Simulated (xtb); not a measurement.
Ge(H)2(Cl)(NH2) (ClGeH₄N), SMILES [NH2][GeH2][Cl]. All values are semi-empirical tight-binding results from xtb (GFN2-xTB unless named), good for trends rather than for accurate numbers. Coordinates come from a GFN2-xTB optimisation. The values are those of a single conformer.

Optimised geometry:

Bond lengths (Å): Ge1–N2 1.808, Ge1–Cl3 2.087, Ge1–H4 1.505, Ge1–H5 1.519, N2–H6 1.010, N2–H7 1.009. Angles (°): N2–Ge1–Cl3 104.8, N2–Ge1–H4 106.5, N2–Ge1–H5 116.2, Cl3–Ge1–H4 110.9, Cl3–Ge1–H5 108.1, H4–Ge1–H5 110.2, Ge1–N2–H6 117.5, Ge1–N2–H7 118.2, H6–N2–H7 109.0.

For metal compounds this method's bond lengths and energies can be far off.

Computed properties:
```yaml
orbital_gap: 7.36 eV
zero_point_energy: 24.8 kcal/mol
G − E(el) at 298.15 K (modified RRHO): 6.6 kcal/mol
```

Computed atomic charges and the Wiberg bond orders between heavy atoms:
charges (e) Ge1 0.22, N2 -0.36, Cl3 -0.17, H4 -0.01, H5 -0.02, H6 0.17, H7 0.17. Bond orders Ge1–N2 1.15, Ge1–Cl3 1.18.
